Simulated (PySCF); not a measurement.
# Excitation energy of I²⁺ by level of theory

I²⁺ [Kr] 4d10 5s2 5p3 (4S) → I²⁺ [Kr] 4d10 5s1 5p3 5d1 (6D), as a difference of total energies. Calculation: PySCF 2.14, in aug-cc-pVQZ-PP with ECP28MDF; a scalar-relativistic core potential. Correlated levels: valence: 4s2 4p6 4d10 frozen. The calculations carry no spin-orbit coupling.

| method | excitation energy (eV) |
| --- | --- |
| UHF | 20.096 |
| LDA | 23.297 |
| PBE | 22.742 |
| PBE0 | 22.356 |
| r2SCAN | 22.234 |
| B3LYP | 23.011 |
| r2SCANh | 22.158 |
| MP2 (valence) | 21.380 |
| SCS-MP2 (valence) | 21.793 |

Task: Estimate what r2SCAN0 gives.

Result: 22.043 eV, closest to r2SCANh among the rows shown.

Task: Estimate what BP86 gives.

Result: 22.845 eV, closest to PBE among the rows shown.

The promoted electron is Rydberg-like, and one or two diffuse shells describe it only roughly, which tends to raise the upper state.
